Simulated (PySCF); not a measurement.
Molecule: `c1cccc(C#[O+])c1`, [C₇H₅O]+.

Cartesian coordinates in Å; atom numbers follow the order of the lines, from 1:
```xyz
13

O     3.5020    0.6106   -0.0146
C     2.3937    0.4184   -0.0095
C     1.0572    0.1853   -0.0045
C     0.1469    1.2762    0.0701
C    -1.2032    1.0183    0.0730
C    -1.6735   -0.2923    0.0023
C    -0.7866   -1.3658   -0.0700
C     0.5708   -1.1501   -0.0727
H     0.5236    2.2856    0.1222
H    -1.9010    1.8400    0.1314
H    -2.7373   -0.4782    0.0035
H    -1.1645   -2.3757   -0.1234
H     1.2676   -1.9719   -0.1257
```

Total charge +1.

Frames of a GFN2-xTB Langevin trajectory at 200 K; GIAO PBE0/pcSseg-1 shieldings in PySCF, gas phase, non-relativistic; equivalent atoms averaged within each frame.

Chemical shifts δ = σref − σ; ¹⁷O (336.08 ppm) against H2O; ¹³C (186.93 ppm) and ¹H (31.72 ppm) against TMS, all at this level. The references are static minima.

How do the shifts (ppm) fluctuate along the trajectory?

Results:


```
         time (fs)     O1     C2     C6  C4/C8  C5/C7    C3    H11  H9/H13  H10/H12
optimised geometry  388.2  169.6  161.9  152.4  140.4  83.0   9.40    9.07     8.79
               250  390.7  170.0  168.2  146.0  145.1  77.9  10.17    9.08     8.75
               425  386.8  168.8  160.2  152.1  139.1  82.3   9.96    9.53     8.69
               625  398.9  171.9  162.4  157.4  142.9  87.4   9.09    9.36     8.94
               800  390.8  170.7  161.9  150.2  143.7  84.3   9.89    9.42     8.40
              1000  389.2  170.3  157.4  151.7  139.4  86.8   9.43    8.87     8.83
    mean of frames  391.3  170.3  162.0  151.5  142.0  83.8   9.71    9.25     8.72
standard deviation    4.6    1.1    4.0    4.1    2.7   3.8   0.44    0.27     0.21
```

5 frames give an uncertainty of the mean of about the standard deviation over 2.2 at best, since frames this close in time may not be independent; classical motion lacks zero-point vibration, and the reference would need the same averaging.
